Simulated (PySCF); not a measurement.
# Reading the logs of faulty runs: AlB2H2O

Calculated results; nothing here was measured. They come from PySCF 2.14.0, an open-source quantum chemistry program, on an isolated molecule that a program drew, which may never have been made. The molecule is AlB2H2O (charge 0, doublet), drawn as the SMILES string `[BH][AlH][B]=O`.

Each row is a Hartree-Fock (HF) and frozen-core CCSD(T) single point in the cc-pV(D+d)Z basis, meant for a local HF minimum. Run 1 is clean. Each other run has one planted mistake out of seven kinds, and not every kind appears here: one electron removed, one electron added, multiplicity raised by two, geometry at a saddle point, minimal basis STO-3G, one bond length entered in bohr, all coordinates scaled. The reference is restricted for singlets and unrestricted otherwise, and also for a bond in bohr. Adding or removing an electron swaps singlet and doublet. Electrons count all cores. HOMO and LUMO are orbital energies over both spins, the gradient is its largest component, and the lowest frequency (negative if imaginary) is given only where the gradient is small. Bond lengths are over the 5 bonds as drawn. T1 is the CCSD diagnostic: over 0.02 (restricted) or 0.045 (unrestricted) a single reference is doubtful.

Geometry of the clean run:
```xyz
6
AlB2H2O, angstrom
B    -3.1830    0.1467    0.5655
Al   -1.8445    1.3270    1.5665
B    -0.2486    0.3457    2.5929
O     0.6357   -0.2102    3.1604
H    -3.9581   -0.5385   -0.0179
H    -1.9648    2.8951    1.5946
```

| run | electrons | basis functions | <S^2> | HOMO (eV) | LUMO (eV) | gradient (hartree/bohr) | lowest frequency (cm^-1) | mean bond (Å) | longest bond (Å) | T1 | HF (hartree) | CCSD(T) (hartree) | mistake |
|---|---|---|---|---|---|---|---|---|---|---|---|---|---|
| 1 | 33 | 75 | 0.758 | -8.80 | 0.04 | 3.2e-05 | 116 | 1.6263 | 2.136 | 0.0212 | -367.29239 | -367.71442 | no fault |
| 2 | 33 | 26 | 0.765 | -6.08 | 6.65 | 4.2e-02 | - | 1.6263 | 2.136 | 0.0220 | -362.70205 | -362.90375 | minimal basis STO-3G |
| 3 | 33 | 75 | 3.760 | -9.31 | -1.89 | 1.2e-02 | - | 1.6263 | 2.136 | 0.0292 | -367.19020 | -367.59849 | multiplicity raised by two |
| 4 | 33 | 75 | 0.758 | -8.86 | 0.09 | 5.4e-02 | - | 1.5808 | 2.076 | 0.0200 | -367.28718 | -367.70557 | all coordinates scaled |
| 5 | 32 | 75 | 0.000 | -17.30 | -7.09 | 4.4e-02 | - | 1.6263 | 2.136 | 0.0231 | -367.00256 | -367.41428 | ? |
| 6 | 34 | 75 | 0.000 | -1.15 | 6.06 | 2.1e-02 | - | 1.6263 | 2.136 | 0.0220 | -367.30138 | -367.76342 | ? |

**Which mistake was planted in run 5, and what did it cost?**

It counts 32 electrons, one fewer than the clean run, at the same geometry and basis. So the mistake is: one electron removed. Subtracting run 1 and multiplying by 627.51 kcal/mol a hartree, the energy moved by 181.9 kcal/mol in HF and 188.3 kcal/mol in CCSD(T).

**Which mistake was planted in run 6, and what did it cost?**

It counts 34 electrons, one more than the clean run, at the same geometry and basis. So the mistake is: one electron added. Subtracting run 1 and multiplying by 627.51 kcal/mol a hartree, the energy moved by -5.6 kcal/mol in HF and -30.7 kcal/mol in CCSD(T).

Cautions from the logs. Run 5: T1 is over the limit, so its CCSD(T) energy is less reliable; run 6: T1 is over the limit, so its CCSD(T) energy is less reliable.
